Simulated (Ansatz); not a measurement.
```yaml
crystal:
  periodic: [false, false, false]
  atoms:
    - {symbol: C, position_ang: [-1.269270, -1.532053, -0.679243]}
    - {symbol: C, position_ang: [-0.466550, -1.537877, -0.449363]}
    - {symbol: O, position_ang: [0.089595, -1.012231, -0.336883]}
    - {symbol: Ti, position_ang: [0.240494, 0.214437, -0.301670]}
    - {symbol: Cl, position_ang: [0.725746, 0.607944, -1.768662]}
    - {symbol: O, position_ang: [-0.730460, 0.902684, -0.140759]}
    - {symbol: C, position_ang: [-1.368091, 1.126632, -0.280115]}
    - {symbol: N, position_ang: [1.003131, 0.506793, 0.478699]}
    - {symbol: C, position_ang: [1.615998, -0.119866, 0.733264]}
    - {symbol: C, position_ang: [1.070286, 1.216367, 0.840924]}
    - {symbol: H, position_ang: [-1.548866, -1.061597, -1.278575]}
    - {symbol: H, position_ang: [-1.513519, -1.013312, -0.052926]}
    - {symbol: H, position_ang: [-1.899880, -1.848833, -0.816877]}
    - {symbol: H, position_ang: [-0.184329, -2.148347, -0.980603]}
    - {symbol: H, position_ang: [-0.346124, -1.955175, 0.065989]}
    - {symbol: H, position_ang: [-1.498649, 1.828286, 0.189364]}
    - {symbol: H, position_ang: [-1.369120, 1.432665, -1.004937]}
    - {symbol: H, position_ang: [-2.152041, 0.674137, -0.279849]}
    - {symbol: H, position_ang: [1.529890, -0.822447, 0.527485]}
    - {symbol: H, position_ang: [2.216389, 0.114692, 0.570888]}
    - {symbol: H, position_ang: [1.602633, -0.203387, 1.387271]}
    - {symbol: H, position_ang: [0.684643, 1.876481, 0.637395]}
    - {symbol: H, position_ang: [1.038021, 1.176564, 1.498388]}
    - {symbol: H, position_ang: [1.643238, 1.752775, 0.798978]}
basis:
  gaussian: {orbitals: 6-31G, nuclear_model: gaussian}
magnetization: {spin_polarized: true, initial_magnetization: 0}
hamiltonian: {xc: {name: SPW92}}
scf: {lower_state_search: light}
output: {forces: true}
```

```sh
$ ansatz run in.yaml --threads 4 --pin off --events-out ev --progress --plain --max-ram 66560MiB --backend cpu
```

Shortened log:

```
Functional definition: SPW92
2409 factors; their error is unknown
mean field evaluation 1: about -46006.3166 eV, gradient 1.9e2 eV
mean field evaluation 2: about -44807.8700 eV, gradient 5.6e2 eV
mean field evaluation 4: about -46051.6555 eV, gradient 1.6e2 eV
mean field evaluation 8: about -46140.2256 eV, gradient 1.5e0 eV
mean field evaluation 16: about -46140.1145 eV, gradient 3.9e-3 eV
mean field -46140.11448529 eV, -1695.6179324415 hartree, gradient 3.4e-5 eV, S^2 0.000000; 3 other end points of the search recorded, 0 dependent functions left out
reference -46140.11455555 eV, -1695.6179350236 hartree; 53, 53 occupied and 89, 89 virtual orbitals, 2409 factors
Total energy: -46140.11455555 eV, -1695.6179350236 hartree
Atom 0 at    -1.269270    -1.532053    -0.679243 Å, force  -109.368066     6.536277   -29.593112 eV/Å
Atom 1 at    -0.466550    -1.537877    -0.449363 Å, force   -10.426958  -114.597043   -19.750612 eV/Å
Atom 2 at     0.089595    -1.012231    -0.336883 Å, force   143.864019    89.895627    28.092825 eV/Å
Atom 3 at     0.240494     0.214437    -0.301670 Å, force    -4.904169   -10.858504   -38.235913 eV/Å
Atom 4 at     0.725746     0.607944    -1.768662 Å, force    13.805941    11.178329   -38.747357 eV/Å
Atom 5 at    -0.730460     0.902684    -0.140759 Å, force   260.612480   -81.998534    80.948494 eV/Å
Atom 6 at    -1.368091     1.126632    -0.280115 Å, force  -299.362977   101.988649   -54.888173 eV/Å
Atom 7 at     1.003131     0.506793     0.478699 Å, force   -16.774697   -72.683599   -49.661626 eV/Å
Atom 8 at     1.615998    -0.119866     0.733264 Å, force    22.362070   -51.629528    -5.883069 eV/Å
Atom 9 at     1.070286     1.216367     0.840924 Å, force     5.920527   137.817567    34.463015 eV/Å
Atom 10 at    -1.548866    -1.061597    -1.278575 Å, force    -6.206892    14.878589   -18.376514 eV/Å
Atom 11 at    -1.513519    -1.013312    -0.052926 Å, force   -11.011653    11.896009    14.261326 eV/Å
Atom 12 at    -1.899880    -1.848833    -0.816877 Å, force   -34.175962   -23.743403    -5.925243 eV/Å
Atom 13 at    -0.184329    -2.148347    -0.980603 Å, force     7.780352   -16.840956   -13.628348 eV/Å
Atom 14 at    -0.346124    -1.955175     0.065989 Å, force     5.678056   -40.544686    42.603822 eV/Å
Atom 15 at    -1.498649     1.828286     0.189364 Å, force    -9.852528    18.889434    10.574418 eV/Å
Atom 16 at    -1.369120     1.432665    -1.004937 Å, force    -6.793985    13.721491   -28.538978 eV/Å
Atom 17 at    -2.152041     0.674137    -0.279849 Å, force   -13.058284    -6.758407     0.329064 eV/Å
Atom 18 at     1.529890    -0.822447     0.527485 Å, force    -1.072113   -34.404873   -10.309241 eV/Å
Atom 19 at     2.216389     0.114692     0.570888 Å, force    55.712839    17.238703   -13.252263 eV/Å
Atom 20 at     1.602633    -0.203387     1.387271 Å, force     1.546410    -9.285383    60.878959 eV/Å
Atom 21 at     0.684643     1.876481     0.637395 Å, force   -15.337721    21.980160    -5.750918 eV/Å
Atom 22 at     1.038021     1.176564     1.498388 Å, force    -3.465556     0.225519    62.355939 eV/Å
Atom 23 at     1.643238     1.752775     0.798978 Å, force    24.528868    17.098563    -1.966496 eV/Å
Dipole moment:    -0.194003    -0.389751     0.591606 e Å
```

Something in this input is off. What?

The geometry is squeezed to about two thirds of its size. The calculation finished and met its thresholds. The result belongs to that input, not to the molecule as meant.
